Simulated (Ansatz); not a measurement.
FGeH₅OSSi, SMILES `[OH][GeH]([F])[S][SiH3]`, relaxed with RKS PBE0-D4/def2-TZVP in Ansatz from a PBE-D4/def2-SVP geometry. The force threshold is 0.005 eV/Å; the program also tests the step.

The species carries charge 0 and has multiplicity 1.

Start:

```xyz
10

O    -0.266   -0.770    1.442
Ge   -0.674    0.936    1.073
F     0.692    1.849    1.709
S    -0.809    1.091   -1.131
Si    0.409   -0.661   -1.601
H     0.536   -0.807    1.998
H    -1.937    1.449    1.800
H     1.726   -0.630   -0.881
H     0.642   -0.516   -3.078
H    -0.318   -1.943   -1.332
```

| step | energy (eV) | largest force (eV/Å) | largest move (Å) |
| --- | --- | --- | --- |
| 1 | -80063.6479 | 0.743 | 0.000 |
| 2 | -80063.6912 | 0.315 | 0.086 |
| 3 | -80063.6981 | 0.189 | 0.032 |
| 4 | -80063.6998 | 0.070 | 0.010 |
| 5 | -80063.7003 | 0.028 | 0.009 |
| 6 | -80063.7005 | 0.032 | 0.012 |
| 7 | -80063.7008 | 0.024 | 0.019 |
| 8 | -80063.7011 | 0.060 | 0.051 |
| 9 | -80063.7013 | 0.024 | 0.006 |
| 10 | -80063.7016 | 0.011 | 0.027 |
| 11 (rejected) | -80063.7011 | 0.067 | 0.080 |
| 12 | -80063.7019 | 0.012 | 0.039 |
| 13 | -80063.7020 | 0.018 | 0.021 |
| 14 | -80063.7020 | 0.010 | 0.002 |
| 15 | -80063.7020 | 0.003 | 0.003 |

End:

```xyz
10

O    -0.302   -0.772    1.497
Ge   -0.655    0.900    1.059
F     0.753    1.779    1.577
S    -0.886    0.997   -1.111
Si    0.418   -0.638   -1.628
H     0.396   -0.829    2.156
H    -1.844    1.504    1.806
H     1.705   -0.535   -0.902
H     0.640   -0.463   -3.084
H    -0.225   -1.945   -1.370
```

Run time 79 s (4 threads of an Arm Neoverse V1 on a shared host); peak host memory 0.72 GiB.
